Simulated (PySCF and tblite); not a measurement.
The numbers below are computed, except where a source is named.
5 regioisomers of C8H6F6Si:

```csv
isomer,SMILES
A,[F:1][C:2]([F:3])([F:4])[c:5]1[cH:6][cH:7][c:8]([SiH3:9])[cH:10][c:11]1[C:12]([F:13])([F:14])[F:15]
B,[F:1][C:2]([F:3])([F:4])[c:5]1[cH:6][cH:7][cH:8][c:9]([C:10]([F:11])([F:12])[F:13])[c:14]1[SiH3:15]
C,[F:1][C:2]([F:3])([F:4])[c:5]1[cH:6][cH:7][c:8]([SiH3:9])[c:10]([C:11]([F:12])([F:13])[F:14])[cH:15]1
D,[F:1][C:2]([F:3])([F:4])[c:5]1[cH:6][c:7]([SiH3:8])[cH:9][c:10]([C:11]([F:12])([F:13])[F:14])[cH:15]1
E,[F:1][C:2]([F:3])([F:4])[c:5]1[cH:6][cH:7][c:8]([C:9]([F:10])([F:11])[F:12])[c:13]([SiH3:14])[cH:15]1
```

Protocol: conformer search, at most 2 conformers an isomer, GFN2-xTB geometries, energies PBE0/6-31G* (D3(BJ) added where defined), weights at 298.15 K with GFN2-xTB thermal terms. Programs: PySCF with density fitting and tblite.

Q: Rank the isomers by free energy at 298.15 K.

A: 
| isomer | ΔG (kcal/mol) | ΔE, lowest conformer | conformers | largest weight % | rms dipole (D) |
| --- | --- | --- | --- | --- | --- |
| D | 0.0 | 0.1 | 1 | 100 | 2.27 |
| E | 1.4 | 0.0 | 1 | 100 | 0.39 |
| C | 1.4 | 0.0 | 1 | 100 | 2.17 |
| A | 4.8 | 3.9 | 1 | 100 | 3.93 |
| B | 4.9 | 2.2 | 1 | 100 | 2.51 |

At least one structure keeps an imaginary mode at the tight-binding level.
